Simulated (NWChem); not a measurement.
**Correlation energy of Ge**

```
Ge
```
Charge 0, spin multiplicity 3.

Everything below was run with NWChem.

Basis set: def2-TZVP. Each correlation energy counts from its own Hartree-Fock reference.

```
method           correlation energy (mHa)
---------------  ------------------------
UMP2                               -182.1
SCS-UMP2                           -168.4
CCSD on UHF                        -188.8
CCSD[T] on UHF                     -195.9
CCSD(T) on UHF                     -195.2
CCSD on ROHF                       -192.5
CCSD[T] on ROHF                    -199.9
CCSD(T) on ROHF                    -199.2
```

The values span 31.4 mHa, from CCSD[T] on ROHF (lowest) to SCS-UMP2 (highest). 

The Hamiltonian is non-relativistic. The correlated methods keep 9 core orbitals frozen. No SCF solution was tested for a lower state. Open-shell Hartree-Fock references start from PBE0 orbitals. No row is a measurement; the coupled-cluster row has its own basis-set and correlation limits.
